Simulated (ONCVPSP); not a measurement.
**O (Z = 8): one change to an ONCV potential, before and after**

ONCVPSP 4.0.1 input, shortened (lines: element, Z, core and valence counts, functional; n l f; lmax; l rc ep ncon nbas qcut; lloc lpopt rc5 dvloc0; l nproj debl; icmod fcfact rcfact), PBE, scalar-relativistic:

```
  O 8.00    1    2        4      upf
    1    0    2.00
    2    0    2.00
    2    1    4.00
    1
    0    1.00    0.00    3    6    5.30
    1    1.10    0.00    5    9    9.70
    4    5    0.65    2.00
    0    2    3.80
    1    1    1.50
    3    3.50    1.40
```

Change: p: rc 1.6.

Cutoffs: the cutoffs (Ha) at which the residual kinetic energy of the hardest occupied pseudo-wave falls to 1 and 0.1 mHa per electron; they do not see the model core or the augmentation charge, which bear on the density cutoff. Errors are all-electron minus pseudo energies relative to the spin-unpolarised reference configuration.

Task: What does the change do?

Result: Of the 4 tests that both files solve, the error grows in 4 and shrinks in 0 by more than 15 % and 0.3 meV (median size 225.0 → 486.7 meV); neither file shows a bound ghost. More of the atom is replaced by a form fitted at one configuration, so other configurations suffer.

```tsv
quantity	base	changed
bound ghosts	none	none
GHOST(+) flags under 300 eV	none	none
error for 2s2 2p3, meV [ΔE 16.43 eV]	+7.6	+17
error for 2s2 2p2, meV [ΔE 50.02 eV]	+80	+179
error for 2s2 2p1, meV [ΔE 103.89 eV]	+370	+795
error for 2s2 2p0, meV [ΔE 180.79 eV]	+1222	+2457
s: phases at 1.01 bohr within 0.05 rad from the reference energy up to (Ha; the scan ends near 5)	to the end of the scan	to the end of the scan
rms error of d²Exc/dni dnj with the model core, mHa	1.84	1.96
```
